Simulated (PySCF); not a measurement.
# One molecule, several mistakes: BClGeH5Si

These are calculations, not measurements. They come from PySCF 2.14.0, an open-source quantum chemistry program, on an isolated molecule that a program drew, which may never have been made. The molecule is BClGeH5Si (charge 0, doublet), drawn as the SMILES string `[SiH3][BH][GeH][Cl]`.

Each row is a Hartree-Fock (HF) and frozen-core CCSD(T) single point in the cc-pV(D+d)Z basis, meant for a local HF minimum. Run 1 is clean. Each other run has one planted mistake out of seven kinds, and not every kind appears here: one electron removed, one electron added, multiplicity raised by two, geometry at a saddle point, minimal basis STO-3G, one bond length entered in bohr, all coordinates scaled. The reference is restricted for singlets and unrestricted otherwise, and also for a bond in bohr. Adding or removing an electron swaps singlet and doublet. Electrons count all cores. HOMO and LUMO are orbital energies over both spins, the gradient is its largest component, and the lowest frequency (negative if imaginary) is given only where the gradient is small. Bond lengths are over the 8 bonds as drawn. T1 is the CCSD diagnostic: over 0.02 (restricted) or 0.045 (unrestricted) a single reference is doubtful. Germanium has the cc-pVDZ-PP basis, with a core potential (ECP10MDF) in place of its 10 inner electrons, and its 3s, 3p and 3d shells are frozen in CCSD(T).

Geometry of the clean run:
```xyz
9
BClGeH5Si, angstrom
Si   -0.0298    2.4762   -0.1589
B     1.6462    1.9898    0.8829
Ge    1.8285    0.2241    1.7438
Cl    3.5874   -0.3486    2.8662
H     0.3225    2.7934   -1.5655
H    -1.0225    1.3714   -0.1682
H    -0.6721    3.6703    0.4451
H     2.5701    2.7365    1.0143
H     0.8929   -0.9712    1.8034
```

| run | electrons | basis functions | <S^2> | HOMO (eV) | LUMO (eV) | gradient (hartree/bohr) | lowest frequency (cm^-1) | mean bond (Å) | longest bond (Å) | T1 | HF (hartree) | CCSD(T) (hartree) | mistake |
|---|---|---|---|---|---|---|---|---|---|---|---|---|---|
| 1 | 73 | 108 | 0.759 | -8.42 | -0.11 | 7.0e-06 | 59 | 1.6672 | 2.164 | 0.0170 | -1069.40466 | -1069.88399 | no fault |
| 2 | 73 | 108 | 3.781 | -5.86 | -2.48 | 5.4e-02 | - | 1.6672 | 2.164 | 0.0294 | -1069.24452 | -1069.71134 | multiplicity raised by two |
| 3 | 73 | 108 | 1.520 | -8.43 | -0.14 | 9.7e-03 | - | 1.8322 | 2.805 | 0.0392 | -1069.29843 | -1069.76845 | one bond length entered in bohr |
| 4 | 72 | 108 | 0.000 | -16.48 | -6.85 | 5.4e-02 | - | 1.6672 | 2.164 | 0.0200 | -1069.12424 | -1069.59006 | one electron removed |
| 5 | 74 | 108 | 0.000 | -1.70 | 7.06 | 4.1e-02 | - | 1.6672 | 2.164 | 0.0160 | -1069.43671 | -1069.95444 | ? |

**Which mistake was planted in run 5, and what did it cost?**

It counts 74 electrons, one more than the clean run, at the same geometry and basis. So the mistake is: one electron added. Subtracting run 1 and multiplying by 627.51 kcal/mol a hartree, the energy moved by -20.1 kcal/mol in HF and -44.2 kcal/mol in CCSD(T).

